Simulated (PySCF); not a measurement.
CH₈OSSi₂.
Z-matrix (Å and degrees, PBE0-D3(BJ)/def2-SVP geometry), rows numbered from 1:
```
C 
S   1  1.8228
Si  2  2.1535  1   98.83
O   3  1.6650  2  109.44  1   156.18
Si  3  2.3346  2  109.77  1   -86.50
H   1  1.0994  2  111.44  3   -57.63
H   1  1.0981  2  106.71  3  -176.41
H   1  1.0993  2  111.56  3    65.29
H   3  1.5023  2  105.87  1    34.34
H   4  0.9634  3  115.88  2   -56.52
H   5  1.4939  3  109.43  2   -62.86
H   5  1.4976  3  107.74  2    55.21
H   5  1.4959  3  112.97  2   174.93
```

Method used: PBE0-D3(BJ)/def2-SVP geometry optimisation, gas phase (PySCF 2.14.0).

Masses are those of the commonest isotopes; rigid-rotor values at the optimised geometry. The values belong to one conformer with, in the numbering `[CH3:1][S:2][Si@@H:3]([OH:4])[SiH3:5]`, C1–S2–Si3–O4 156°, S2–Si3–O4–H -57°.

(1) Give the principal moments of inertia and the rotational constants in cm⁻¹.

(2) What kind of rotor is it?

(3) What does the inertial defect say?

(4) Give the coordinates in the principal-axis frame, origin at the centre of mass.

(5) Predict some low-J microwave lines.

(6) Estimate the classical rotational partition function at 10 K, 100 K and 200 K.

## Answers

(1) Ia = 170.97, Ib = 321.97, Ic = 430.65 u·Å²; 505379 MHz·u·Å²/I gives 2956, 1570 and 1174 MHz, that is A = 0.09860, B = 0.05236, C = 0.03914 cm⁻¹.

(2) An asymmetric top: κ = (2 × 1570 − 2956 − 1174)/(2956 − 1174) = -0.56.

(3) Not planar: Δ = Ic − Ia − Ib = -62.30 u·Å². For a rigid frame Δ = −2 Σ m c², so Σ m c² = 31.15 u·Å² lies off the ab plane: 9.82 from hydrogen and 21.33 from heavier atoms. The atom farthest from that plane is 1.91 Å away.

(4) The sense of each axis is arbitrary; atoms in the order of the calculation.
```csv
atom,mass (u),a (Å),b (Å),c (Å)
C1,12.000,-2.266,1.078,0.600
S2,31.972,-1.538,-0.108,-0.578
Si3,27.977,0.316,-0.496,0.447
O4,15.995,0.908,-1.980,-0.021
Si5,27.977,1.905,1.101,-0.162
H6,1.008,-2.356,0.642,1.605
H7,1.008,-3.269,1.319,0.225
H8,1.008,-1.681,2.007,0.651
H9,1.008,-0.005,-0.434,1.914
H10,1.008,0.316,-2.730,0.110
H11,1.008,2.184,0.992,-1.625
H12,1.008,1.324,2.453,0.118
H13,1.008,3.186,0.971,0.601
```

(5) The dipole components are |μa| = 1.18 D, |μb| = 0.06 D, |μc| = 1.54 D. The squared components, which scale the intensities, stand as 0.59 : 0.00 : 1.00 (a : b : c). Some lines, for components of 0.1 D or more:

```tsv
type	branch	J(Ka,Kc)	MHz	lower level (cm⁻¹)
c	Q	4(1,4) ← 4(0,4)	409	0.883
c	Q	1(1,1) ← 1(0,1)	1386	0.092
c	Q	5(2,4) ← 5(1,4)	2202	1.503
a	R	1(0,1) ← 0(0,0)	2743	0.000
c	Q	3(2,2) ← 3(1,2)	3616	0.640
a	R	2(1,1) ← 1(1,0)	5882	0.151
a	R	3(2,1) ← 2(2,0)	8508	0.488
c	R	3(1,2) ← 2(0,2)	11025	0.272
a	R	4(3,2) ← 3(3,1)	11097	1.026
a	R	4(2,2) ← 3(2,1)	11534	0.772
a	R	5(2,4) ← 4(2,3)	13553	1.124
a	R	5(3,3) ← 4(3,2)	13891	1.396
c	R	3(3,1) ← 2(2,1)	16193	0.486
c	R	5(2,4) ← 4(1,4)	20396	0.896
c	R	5(4,1) ← 4(3,1)	24808	1.398
```

(6) Point group C1, symmetry number σ = 1; q = (√π/σ)·√((kT/h)³/(ABC)), k/h = 20836.6 MHz/K: 2280 at 10 K, 72200 at 100 K, 204000 at 200 K.

No frequency check. No vibrational averaging or centrifugal distortion is included, and the geometry carries the error of its method. A rigid rotor knows nothing of internal rotation, which can split or shift real lines.
